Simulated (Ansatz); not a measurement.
Relaxation of F₃H₃OSi₂ (9 atoms, charge 0, multiplicity 1), to a largest force component of 0.02 eV/Å in at most 40 steps.

The calculation used RKS PBE-D4/STO-3G (Ansatz 0.2.0).

```xyz
9
Properties=species:S:1:pos:R:3:forces:R:3
Si 0.000 0.000 0.000 -0.28 -0.07 2.15
O 0.000 0.000 1.680 1.04 0.21 -0.04
Si -1.315 -0.407 2.644 -0.31 -0.13 -0.26
H -2.239 -1.240 1.880 -0.26 -0.08 0.16
H -0.851 -1.143 3.816 0.04 0.05 -0.01
H -1.999 0.809 3.073 -0.12 0.00 0.11
F 1.499 0.000 -0.529 1.73 0.05 -0.48
F -0.749 1.297 -0.529 -0.89 1.65 -0.78
F -0.749 -1.297 -0.529 -0.95 -1.69 -0.84
```

Where does it end, and by what steps?

The run converged. Limits of this set-up: minimal basis. After 8 steps the energy has fallen by 0.247 eV; O2 moved furthest, 0.40 Å.

| step | energy less start (eV) | largest force component (eV/Å) | accepted |
| --- | --- | --- | --- |
| 0 | 0.0000 | 2.145 | yes |
| 1 | -0.1391 | 1.054 | yes |
| 2 | -0.2136 | 0.311 | yes |
| 3 | -0.2262 | 0.110 | yes |
| 4 | -0.2334 | 0.120 | yes |
| 5 | -0.2385 | 0.171 | yes |
| 6 | -0.2412 | 0.135 | yes |
| 7 | -0.2463 | 0.047 | yes |
| 8 | -0.2467 | 0.010 | yes |

```xyz
9
Properties=species:S:1:pos:R:3
Si -0.013 -0.023 0.037
O 0.152 -0.374 1.695
Si -1.300 -0.444 2.613
H -2.261 -1.409 2.078
H -0.904 -0.857 3.952
H -1.972 0.854 2.693
F 1.514 0.102 -0.550
F -0.817 1.388 -0.235
F -0.801 -1.218 -0.777
```

Whether the end is a true minimum wasn't checked by a vibrational analysis.

The run took 20 s on 1 thread of Arm Neoverse V2, with other jobs on the host, peak memory 0.13 GiB.
